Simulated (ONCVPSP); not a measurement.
# What one change does to a pseudopotential (hafnium (Hf), ONCV)

Hf (Z = 72), optimised norm-conserving Vanderbilt (ONCV), made with ONCVPSP 4.0.1 (PBE, scalar-relativistic). Core [Kr] 4d10 4f14, reference 5s2 5p6 5d2 6s2. Waves: 5s+6s: rc 1.55 bohr, ncon 4, nbas 8, qcut 6.4 1/bohr, 2 projectors; 5p: rc 2.05 bohr, ncon 4, nbas 9, qcut 6.6 1/bohr, 2 projectors, debl 2.4 Ha; 5d: rc 3.15 bohr, ncon 3, nbas 8, qcut 5.1 1/bohr, 1 projector; f scattering state at 0.08 Ha: rc 3.35 bohr, ncon 4, nbas 8, qcut 3.3 1/bohr, 2 projectors, debl 1.9 Ha. Local part: polynomial inside 1.15 bohr (lpopt 5, dvloc0 -1 Ha). Core correction: polynomial model core, fcfact 0.45.

Change: s: ncon 5, nbas 9.

Cutoffs: the cutoffs (Ha) at which the residual kinetic energy of the hardest occupied pseudo-wave falls to 1 and 0.1 mHa per electron; they do not see the model core or the augmentation charge, which bear on the density cutoff. Errors are all-electron minus pseudo energies relative to the spin-unpolarised reference configuration.

**Question.** Predict the effect on cutoff, ghosts and configuration errors.

**Answer.** The potential gets harder (19 Ha and 44 Ha → 23 Ha and 85 Ha); both files keep a bound ghost (f); the errors of the 3 common tests hardly move.

```tsv
quantity	base	changed
cutoff, loose	19 Ha	23 Ha
cutoff, tight	44 Ha	85 Ha
loose cutoff by channel	s 19 Ha, p 10 Ha, d 8.2 Ha	s 23 Ha, p 10 Ha, d 8.2 Ha
bound ghosts	f	f
GHOST(+) flags under 300 eV	s at 85.5 eV, d at 198.3 eV	s at 95.4 eV, d at 198.3 eV
tests with a reliable result	3 of 4	3 of 4
error for 5s2 5p6 5d2 6s1, meV [ΔE 7.98 eV]	-4.2	-4.0
error for 5s2 5p6 5d2 6s0, meV [ΔE 22.16 eV]	-26	-25
error for 5s2 5p6 5d2 6s1 6p1, meV [ΔE 3.83 eV]	-1.7	-1.6
s: phases at 1.57 bohr within 0.05 rad from the reference energy up to (Ha; the scan ends near 5)	2.4	2.7
p: phases at 2.08 bohr within 0.05 rad from the reference energy up to (Ha; the scan ends near 5)	to the end of the scan	to the end of the scan
d: phases at 3.20 bohr within 0.05 rad from the reference energy up to (Ha; the scan ends near 5)	0.5	0.5
f: phases at 3.40 bohr within 0.05 rad from the reference energy up to (Ha; the scan ends near 5)	n/a	n/a
rms error of d²Exc/dni dnj with the model core, mHa	0.67	0.58
```

 A true bound ghost makes a file unfit for plane-wave use even where its test errors are small: the radial tests pick states by their node count and pass the ghost by.
